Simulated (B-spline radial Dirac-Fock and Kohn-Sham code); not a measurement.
## Run log: Bi²⁺

ΔSCF core binding energies without Breit or QED terms, calculated with a radial atomic solver. Keys: rel is the Hamiltonian (dirac, or spin-free x2c and nr, where L3 and M5 stand for the whole 2p and 3d shells), method is hf or an exchange,correlation pair (spin-unpolarised, also for the hole states), nuc the nuclear model, radius_factor scales its radius, rmax is the box in bohr, h the logarithmic mesh step, order the B-spline order, points the quadrature points per cell, c_factor scales the speed of light, and damp, ndamp, maxit and tol steer the iteration. The run stops when the commutator error falls below 10·tol·max(1, Z/10), or the numerical noise floor, and the energy has settled to about 1e-8 Ha; the virial ratio is −V/T.

Input (task.json):

```json
{"items": [{"Z": 83, "q": 2, "cfg": [[1, 0, 2], [2, 0, 2], [2, 1, 6], [3, 0, 2], [3, 1, 6], [3, 2, 10], [4, 0, 2], [4, 1, 6], [4, 2, 10], [4, 3, 14], [5, 0, 2], [5, 1, 6], [5, 2, 10], [6, 0, 2], [6, 1, 1]], "A": 209, "rrms": 5.5211, "do": "settings", "holes": ["K", "L3", "M5"],
  "settings": [{"rel": "dirac", "method": "hf", "nuc": "fermi", "radius_factor": 1.0, "rmax": 45.0, "h": 0.3, "order": 4, "points": 10, "c_factor": 1.0, "maxit": 75, "damp": 0.5, "ndamp": 3, "tol": 1e-08}]}]}
```

Command: `python xray2_run.py task.json out`

Ground-state iterations:

```
iter   energy (Ha)        error
   1   -21563.61026566  2.22e+00
   2   -21564.48577979  1.62e-01
   3   -21564.70773693  3.62e-02
   4   -21564.71025084  1.62e-02
   5   -21564.71066252  1.57e-03
   6   -21564.71068208  6.42e-04
   7   -21564.71068532  1.18e-04
   8   -21564.71068562  3.41e-05
   9   -21564.71068564  3.36e-06
  10   -21564.71068564  5.57e-07
```

The ground state converged in 10 iterations, with total energy -21564.71069 Ha, virial ratio 1.85648 and highest orbital energy -22.42 eV. ΔSCF binding energies: K (1s) 91064.0 eV, L3 (2p3/2) 13486.6 eV, M5 (3d5/2) 2611.6 eV.

**Question.** One setting is unsound. Which, and why?

**Answer.** order is too low for an accurate radial basis. With the default settings (Dirac Hartree-Fock): The ground state converged in 10 iterations, with total energy -21564.85406 Ha, virial ratio 1.85648 and highest orbital energy -22.42 eV. ΔSCF binding energies: K (1s) 91063.9 eV, L3 (2p3/2) 13486.4 eV, M5 (3d5/2) 2611.5 eV.
